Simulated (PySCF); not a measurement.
A species of formula C6H8O3 has this rotational fingerprint, computed with PBE0-D3(BJ)/def2-SVP geometry optimisation, gas phase in PySCF:

```
Rotational constants : A = 4820, B = 653.0, C = 577.2 MHz
Dipole components    : |μa| = 1.40 D, |μb| = 0.39 D, |μc| = 0.02 D
Inertial defect      : -3.23 u·Å²
κ                    : -0.96
```

Problem. Which candidate fits, each taken in the one conformer that was computed?
A. `[CH2:1]=[CH:2][O:3]/[CH:4]=[CH:5]\[O:6][C:7]([CH3:8])=[O:9]` with C1–C2–O3–C4 179°, C2–O3–C4–C5 180°, C4–C5–O6–C7 178°, C5–O6–C7–C8 180°
B. `[O:1]=[CH:2][O:3][C@@H:4]1[CH2:5][CH2:6][C@H:7]2[O:8][C@@H:9]12` with O1–C2–O3–C4 0°, C2–O3–C4–C5 -122°, O3–C4–C5–C6 -84°, C4–C5–C6–C7 -30°, C5–C6–C7–O8 -45°, C6–C7–O8–C9 99°
C. `[CH2:1]=[CH:2][O:3]/[CH:4]=[CH:5]\[C:6](=[O:7])[O:8][CH3:9]` with C1–C2–O3–C4 180°, C2–O3–C4–C5 179°, C4–C5–C6–O7 1°, C5–C6–O8–C9 180°

Solution. A. It is C=CO/C=C\OC(C)=O, a near-prolate asymmetric top. The candidates at the same level (rigid rotor, commonest isotopes):

```csv
SMILES,A (MHz),B (MHz),C (MHz),μa (D),μb (D),μc (D),Δ (u·Å²),point group,rotor
C=CO/C=C\OC(C)=O,4820,653.0,577.2,1.40,0.39,0.02,-3.23,near Cs,near-prolate asymmetric top
O=CO[C@@H]1CC[C@H]2O[C@@H]12,3907,1094,1005,0.94,1.55,2.00,-88.61,C1,near-prolate asymmetric top
C=CO/C=C\C(=O)OC,5411,702.7,624.4,0.98,2.20,0.04,-3.22,–,near-prolate asymmetric top
```

`O=CO[C@@H]1CC[C@H]2O[C@@H]12` has C 74 % too high; `C=CO/C=C\C(=O)OC` has A 12 % too high. No structure here is proved a minimum.
